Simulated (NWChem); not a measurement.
Species: CH$_{3}$F$_{2}$Sb; SMILES [F][Sb]([F])[CH3]

Program: NWChem. The geometry was optimised at PBE0/def2-SVP. def2 effective core potentials on Sb; no spin-orbit coupling. Ions are spin-unrestricted doublets at the neutral geometry; other ion states weren't tried. Functional: LC-ωPBE (HJS hole) with def2-SVP; the question gives the range parameter ω in 1/bohr.

### Question
What does the run give for range parameter (1/bohr) 0.15? Quantities: vertical ionisation energy, ΔSCF (eV); −ε(HOMO) (eV).

### Answer
```
Item                                   Value
-------------------------------------  -----
vertical ionisation energy, ΔSCF (eV)   9.79
−ε(HOMO) (eV)                           8.51
```
